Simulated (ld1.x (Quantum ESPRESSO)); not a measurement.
# antimony (Sb): one change to a PAW potential, before and after

```
Element                 : Sb (Z = 51)
Generator               : ld1.x (Quantum ESPRESSO) 7.5
Type                    : PAW
Functional              : PBEsol
Relativity              : scalar-relativistic
Frozen core             : [Ar] 3d10
Valence charge          : 23
Reference configuration : 4s2 4p6 4d10 5s2 5p3
Partial waves           : 4s (bound): rcut 1.00, rcutus 1.30 bohr; 5s (bound): rcut 1.00, rcutus 1.30 bohr; 4p (bound): rcut 1.35, rcutus 1.50 bohr; 5p (bound): rcut 1.35, rcutus 1.50 bohr; 4d (bound): rcut 1.40, rcutus 1.55 bohr; 4d channel at -0.4 Ry: rcut 1.40, rcutus 1.55 bohr
Local potential         : all-electron potential smoothed inside 1.20 bohr (lloc = -2)
Core correction         : Bessel-smoothed model core inside 0.60 bohr
Augmentation charge     : PSQ, inside the norm-conserving radii
```

Change: core correction Bessel-smoothed model core inside 0.90 bohr.

Cutoffs: the cutoffs (Ry, on a coarse ladder) from which the occupation-weighted sum of valence levels, in a spherical-Bessel basis at the reference potential, stays within 10 and 1 mRy of its value at 400 Ry; they do not see the model core or the augmentation charge, which bear on the density cutoff. Errors are all-electron minus pseudo energies relative to the spin-unpolarised reference configuration.

Q: What does the change do?

A: The potential gets neither clearly harder nor softer (70 Ry and 120 Ry → 70 Ry and 120 Ry); of the 7 tests that both files solve, the error grows in 1 and shrinks in 4 by more than 15 % and 0.3 meV (median size 8.4 → 3.1 meV); neither file shows a bound ghost. A wider model core is smoother and lowers the density cutoff, which this test does not measure.

```tsv
quantity	base	changed
cutoff, loose	70 Ry	70 Ry
cutoff, tight	120 Ry	120 Ry
bound ghosts	none	none
error for 4s2 4p6 4d10 5s2 5p2, meV [ΔE 8.34 eV]	-1.2	-1.2
error for 4s2 4p6 4d10 5s2 5p1, meV [ΔE 24.36 eV]	-0.5	-1.7
error for 4s2 4p6 4d10 5s2 5p0, meV [ΔE 48.80 eV]	+8.4	+3.1
error for 4s1 4p6 4d10 5s2 5p3, meV [ΔE 157.24 eV]	+109	+84
error for 4s2 4p6 4d10 5s0 5p5, meV [ΔE 16.49 eV]	+24	+19
error for 4s2 4p6 4d10 5s2 5p2.5, meV [ΔE 3.27 eV]	-0.6	-0.6
error for 4s2 4p6 4d9 5s2 5p3, meV [ΔE 40.68 eV]	+223	+181
s: phases at 1.69 bohr within 0.05 rad from the reference energy up to (Ry; the scan ends near 5)	to the end of the scan	to the end of the scan
p: phases at 1.69 bohr within 0.05 rad from the reference energy up to (Ry; the scan ends near 5)	to the end of the scan	to the end of the scan
d: phases at 1.69 bohr within 0.05 rad from the reference energy up to (Ry; the scan ends near 5)	4.8	4.8
lowest overlap eigenvalue by channel	s 0.02, p 0.10, d 0.33	s 0.02, p 0.10, d 0.33
```
